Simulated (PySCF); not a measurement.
Xenon: a sound run and one with changed settings

Sound run: Xe(2+) [Kr] 4d10 5s2 5p4, Xe(3+) [Kr] 4d10 5s2 5p3. Calculation: PySCF 2.14, in def2-TZVP with the def2 core potential (28 electrons) (6s5p3d2f, 50 functions); a scalar-relativistic core potential. In the sound run the correlated levels freeze 4s2 4p6 4d10 outside the core potential. The sound run starts from symmetry-adapted Hartree-Fock orbitals and uses a fine grid where one is needed.

Changed run: a valence shell is frozen. This setting is unsound on purpose.

| species | method | sound run (hartree) | changed run (hartree) | converged |
| --- | --- | --- | --- | --- |
| Xe(2+) | MP2 | -327.22949 | -327.18092 | yes |
| Xe(2+) | CCSD(T) | -327.24993 | -327.18901 | yes |
| Xe(3+) | MP2 | -326.12738 | -326.07445 | yes |
| Xe(3+) | CCSD(T) | -326.14227 | -326.07845 | yes |

Ionisation energy of Xe(2+):

| method | sound run (eV) | changed run (eV) |
| --- | --- | --- |
| UHF | 29.383 | 29.383 |
| MP2 | 29.990 | 30.109 |
| SCS-MP2 | 30.053 | 30.257 |
| CCSD | 30.122 | 30.201 |
| CCSD(T) | 30.141 | 30.220 |

Freezing a valence shell removes pair correlation that changes on ionisation.

For comparison, NIST gives 31.05 ± 0.04 eV between the lowest levels.
